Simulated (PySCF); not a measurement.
# Correlation energy of Ga (gallium, neutral)

[Ar] 3d10 4s1 4p1 5s1, high-spin 4P determinant (an excited configuration). All numbers are calculated (PySCF 2.14, the spin-free X2C one-electron Hamiltonian (Gaussian nucleus), in aug-cc-pVDZ-DK (6s5p3d, 36 functions)). Frozen: [Ar] 3d10; 3 electrons correlated.

```
  level  correlation energy (mhartree)
   CCSD                          -9.30
    (T)                          -0.05
CCSD(T)                          -9.35
  CCSDT                          -9.38
    FCI                          -9.38
```

Diagnostics: T1 = 0.0084, D1 = 0.0183, largest double amplitude 0.036, weight of the Hartree-Fock determinant in FCI 0.9819 (1540 determinants).

The outer electron is Rydberg-like, and this basis confines it to a smaller radius and binds it less than a complete one would.

Cost of the coupled-cluster step: roughly 0.2 core-seconds, for 3 correlated electrons.

Iterations:

```
CC2 = 0
CCSD nocc = (np.int64(3), np.int64(0)), nmo = (22, 22)
frozen orbitals [[0, 1, 2, 3, 4, 5, 6, 7, 8, 9, 10, 11, 12, 13], [0, 1, 2, 3, 4, 5, 6, 7, 8, 9, 10, 11, 12, 13]]
max_cycle = 100
direct = 0
conv_tol = 1e-08
conv_tol_normt = 1e-06
diis_space = 8
diis_start_cycle = 0
Init t2, MP2 energy = -0.00542765289452899
Init E_corr(UCCSD) = -0.00542765289881278
cycle = 1  E_corr(UCCSD) = -0.00759330005628017  dE = -0.00216564716  norm(t1,t2) = 0.0317023
cycle = 2  E_corr(UCCSD) = -0.00850188832896381  dE = -0.000908588273  norm(t1,t2) = 0.0150805
cycle = 3  E_corr(UCCSD) = -0.00925288152756733  dE = -0.000750993199  norm(t1,t2) = 0.00789411
cycle = 4  E_corr(UCCSD) = -0.00924871674180407  dE = 4.16478576e-06  norm(t1,t2) = 0.00314531
cycle = 5  E_corr(UCCSD) = -0.00930251206328412  dE = -5.37953215e-05  norm(t1,t2) = 0.00181043
cycle = 6  E_corr(UCCSD) = -0.00929772798867183  dE = 4.78407461e-06  norm(t1,t2) = 0.000388263
cycle = 7  E_corr(UCCSD) = -0.00929376948293343  dE = 3.95850574e-06  norm(t1,t2) = 0.00257713
cycle = 8  E_corr(UCCSD) = -0.00930293755897784  dE = -9.16807604e-06  norm(t1,t2) = 9.74622e-05
cycle = 9  E_corr(UCCSD) = -0.00929746579955204  dE = 5.47175943e-06  norm(t1,t2) = 4.48175e-05
cycle = 10  E_corr(UCCSD) = -0.00929900023955063  dE = -1.53444e-06  norm(t1,t2) = 1.55363e-05
cycle = 11  E_corr(UCCSD) = -0.00929898323198505  dE = 1.70075656e-08  norm(t1,t2) = 1.1695e-06
cycle = 12  E_corr(UCCSD) = -0.00929898222485216  dE = 1.00713288e-09  norm(t1,t2) = 2.19642e-06
cycle = 13  E_corr(UCCSD) = -0.0092989806309926  dE = 1.59385957e-09  norm(t1,t2) = 2.75529e-06
cycle = 14  E_corr(UCCSD) = -0.00929897918662302  dE = 1.44436958e-09  norm(t1,t2) = 1.48016e-07
UCCSD converged
E(UCCSD) = -1941.822704130728  E_corr = -0.00929897918662302
UCCSD(T) correction = -4.86539409755945e-05
```
